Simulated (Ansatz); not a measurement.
Stepwise reaction of `BrBBr` with hydrogen, as a gas-phase model of exchange steps in deposition or etching. ΔE in kJ/mol; ΔG adds harmonic PBE0-D4 terms to CCSD(T)/CBS, at 1 bar.

Computed with Ansatz on PBE0-D4/def2-TZVP structures; ΔE is electronic, products minus reactants. CCSD(T)/CBS is the MP2 limit (def2-TZVPP, def2-QZVPP) plus CCSD(T) − MP2 in def2-TZVPP, frozen cores. This one scheme is used for every species. Functionals use def2-TZVPP. B3LYP here is the variant with VWN-RPA as its local correlation; programs differ in this. For Br outer-core shells are correlated without core-valence functions, which leaves a few kJ/mol of doubt a bond. Scalar relativity is left out up to krypton.

```
step                    reaction  PBE-D4  B3LYP-D4  ωB97M-V  CCSD(T)/CBS  ΔG(400 K)
   1  `BrBBr` + H₂ → `BBr` + HBr    68.4      58.7     58.5         62.0       58.5
   2      `BBr` + H₂ → BH₃ + HBr    82.6      72.1     72.3         76.0       75.4
```

Q: By hand: ΔE of the 2 steps together at CCSD(T)/CBS.

A: (62.0) + (76.0) = 138.0 kJ/mol, or 69.0 kJ/mol a step.

In ΔE each step is higher than the one before. All are uphill at CCSD(T)/CBS. ΔG lies between 58.5 and 75.4 kJ/mol a step. PBE-D4 differs from CCSD(T)/CBS by 6.4 to 6.6 kJ/mol a step. Isolated molecules leave out the surface, adducts and barriers. Largest T1 diagnostic: 0.010.
